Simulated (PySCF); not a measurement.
C4H6OSe.

```xyz
12

C      3.9609     0.2937    -0.1853
C      2.7202    -0.0986    -0.3242
C      1.4858    -0.5299    -0.4514
O      0.5393     0.1301    -1.1907
C     -0.7749    -0.3045    -1.0485
Se    -1.6192     0.0877     0.7135
H      4.7411     0.0065    -0.9021
H      4.2730     0.9309     0.6520
H      1.1621    -1.4644     0.0250
H     -0.8710    -1.4000    -1.1510
H     -1.3616     0.1897    -1.8308
H     -1.5564     1.5505     0.5300
```

Geometry: B3LYP-D3(BJ)/def2-SVP. The structure was generated by enumeration, and PubChem lists no compound with its InChIKey, so it may never have been made. One conformer was computed; it need not be the lowest.

These are PBE/pcSseg-1 run with PySCF values and carry that method's errors. Non-relativistic, no solvent.

Computed absolute GIAO shielding of each atom: isotropic value and principal components (ppm):
| atom | σ(iso) | σ11 | σ22 | σ33 | span |
|---|---|---|---|---|---|
| C1 | 86.5 | 1.7 | 97.1 | 160.5 | 158.8 |
| C2 | -36.3 | -58.3 | -49.8 | -0.9 | 57.5 |
| C3 | 53.8 | -10.9 | 74.8 | 97.7 | 108.6 |
| O4 | 215.4 | 169.4 | 194.6 | 282.2 | 112.8 |
| C5 | 101.5 | 47.0 | 98.2 | 159.4 | 112.4 |
| Se6 | 1597.1 | 1083.0 | 1560.7 | 2147.7 | 1064.7 |
| H7 | 25.5 | 23.7 | 24.3 | 28.5 | 4.8 |
| H8 | 25.4 | 23.6 | 24.3 | 28.4 | 4.7 |
| H9 | 24.7 | 21.1 | 23.1 | 30.0 | 8.9 |
| H10 | 26.6 | 19.4 | 27.6 | 32.7 | 13.3 |
| H11 | 25.5 | 18.3 | 27.0 | 31.3 | 13.1 |
| H12 | 28.8 | 21.1 | 25.9 | 39.6 | 18.5 |
